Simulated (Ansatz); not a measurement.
Species: carbon diselenide, CSe$_{2}$ (charge 0, singlet). 
Coordinates optimised at B3LYP-D3(BJ)/def2-TZVP (Ansatz, a quantum-chemistry and plane-wave program):
```
C
Se 1 1.6965
Se 1 1.6965 2 180.00
```
Charge 0, spin multiplicity 1.

Property: atomisation energy (electronic, to ground-state atoms), in kcal/mol. Valence correlation only, unless marked. Open shells are spin-unrestricted. Spin-orbit coupling is left out. Frozen are the shells of the preceding noble gas and the d and f shells that filled before the atom's block. Non-relativistic. The coupled-cluster limit lacks core correlation, which all-electron functionals hold. CBS marks a two-point X^-3 extrapolation of the correlation energy; Hartree-Fock from the larger set.

```tsv
level	program	atomisation energy (kcal/mol)
HF/aug-cc-pVTZ	Ansatz	116.8
PBE-D4/def2-TZVPD	Ansatz + dftd4	258.9
```

### Question
Estimate the value at CCSD(T)/CBS(cc-pVTZ,cc-pVQZ) as computed with Ansatz.

### Answer
232.0 kcal/mol, so PBE-D4/def2-TZVPD differs from it by 26.9 kcal/mol.
